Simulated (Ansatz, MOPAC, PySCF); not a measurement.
Complex: N2 (SMILES N#N) (first 2 atoms) with H4OSi (SMILES O[SiH3]); geometry from B3LYP-D3(BJ)/def2-TZVP, rigid monomers moved along the line of their centres of mass till N2···H5 is 3.99 Å.
(charge 0, multiplicity 1):
```xyz
8

N      0.1531    -0.6464    -1.1456
N      0.3604    -0.4633    -0.0912
O      0.7571     0.3790     4.7761
Si    -0.6368     0.4928     5.6505
H      0.6899     0.2140     3.8316
H     -1.4970     1.6050     5.1728
H     -0.2272     0.7444     7.0463
H     -1.4342    -0.7579     5.5804
```

Interaction energies are E(AB) − E(A) − E(B) at the monomers' geometry in the complex; basis-set methods are counterpoise corrected. Rows marked so take none.

Correlated levels freeze the cores. Rows in 6-311+G**, 6-31G* carry no dispersion term and start afresh at each structure (6-31G* with six Cartesian d functions). MP2/6-31G* freezes PySCF's default core. The state that AM1 reach isn't checked.

Programs: Ansatz (an electronic-structure program); MOPAC for AM1 (differences of heats of formation); PySCF for 6-311+G** rows, 6-31G* rows, the dispersion terms. Values without a source in brackets are computed.

```tsv
level	interaction energy (kcal/mol)
AM1	-0.18
PBE/def2-TZVPPD	-0.26
BP86/6-31G* (no counterpoise)	-0.24
r2SCAN-D4/def2-TZVPPD	-0.26
B3LYP/6-311+G** (no counterpoise)	-0.25
B3LYP-D3(BJ)/def2-TZVPPD	-0.30
M06-2X/6-31G* (no counterpoise)	-0.28
MP2/6-31G* (no counterpoise)	[?]
CCSD/aug-cc-pV(D+d)Z	-0.28
```

Question: What belongs in the gaps?

Answer: 
- MP2/6-31G* (no counterpoise), interaction energy (kcal/mol): -0.36
